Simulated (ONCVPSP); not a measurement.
What one change does to a pseudopotential (titanium, ONCV)

ONCVPSP 4.0.1 input, shortened (lines: element, Z, core and valence counts, functional; n l f; lmax; l rc ep ncon nbas qcut; lloc lpopt rc5 dvloc0; l nproj debl; icmod fcfact rcfact), PBE, scalar-relativistic:

```
  Ti 22.00    3    4        4      upf
    1    0    2.00
    2    0    2.00
    2    1    6.00
    3    0    2.00
    3    1    6.00
    3    2    2.00
    4    0    2.00
    2
    0    1.95    0.00    4    7    6.00
    1    1.15    0.00    4    9    8.00
    2    2.50    0.00    4    8    6.30
    4    5    0.85    4.00
    0    2    3.30
    1    1    3.90
    2    1    2.20
    0    0.00    0.00
```

All-electron outer shells of the reference configuration (PBE, scalar-relativistic, ld1.x):

```json
{"shell": "2p", "level (eV)": "-444.26", "outermost node (bohr)": "–", "outermost maximum (bohr)": "0.22"}
{"shell": "3s", "level (eV)": "-62.63", "outermost node (bohr)": "0.40", "outermost maximum (bohr)": "0.87"}
{"shell": "3p", "level (eV)": "-38.86", "outermost node (bohr)": "0.37", "outermost maximum (bohr)": "0.90"}
{"shell": "4s", "level (eV)": "-4.47", "outermost node (bohr)": "1.24", "outermost maximum (bohr)": "2.92"}
{"shell": "3d", "level (eV)": "-4.26", "outermost node (bohr)": "–", "outermost maximum (bohr)": "0.98"}
```

Change: all radii scaled by about 0.77 (s 1.50, p 0.88, d 1.94 bohr); local potential polynomial inside 0.66 bohr (lpopt 5, dvloc0 4 Ha).

Cutoffs: the cutoffs (Ha) at which the residual kinetic energy of the hardest occupied pseudo-wave falls to 1 and 0.1 mHa per electron; they do not see the model core or the augmentation charge, which bear on the density cutoff. Errors are all-electron minus pseudo energies relative to the spin-unpolarised reference configuration.

Problem. What does the change do?

Solution. The potential gets harder (19 Ha and 35 Ha → 36 Ha and 195 Ha); of the 4 tests that both files solve, the error grows in 0 and shrinks in 4 by more than 15 % and 0.3 meV (median size 118.4 → 50.6 meV); neither file shows a bound ghost. A smaller radius makes the pseudo-wave follow the all-electron one further in, where it bends more sharply, so more plane waves are needed. Less of the atom is replaced, so other configurations are described better.

```csv
quantity,base,changed
"cutoff, loose",19 Ha,36 Ha
"cutoff, tight",35 Ha,195 Ha
loose cutoff by channel,"s 7.6 Ha, p 19 Ha, d 15 Ha","s 17 Ha, p 36 Ha, d 20 Ha"
bound ghosts,none,none
GHOST(+) flags under 300 eV,none,s at 194.5 eV
"error for 3s2 3p6 3d2 4s1, meV [ΔE 7.35 eV]",-0.8,+0.2
"error for 3s2 3p6 3d2 4s0, meV [ΔE 20.92 eV]",-14,-0.3
"error for 3s2 3p6 3d1 4s0, meV [ΔE 47.87 eV]",+222,+101
"error for 3s2 3p6 3d1 4s2, meV [ΔE 9.74 eV]",+231,+111
```
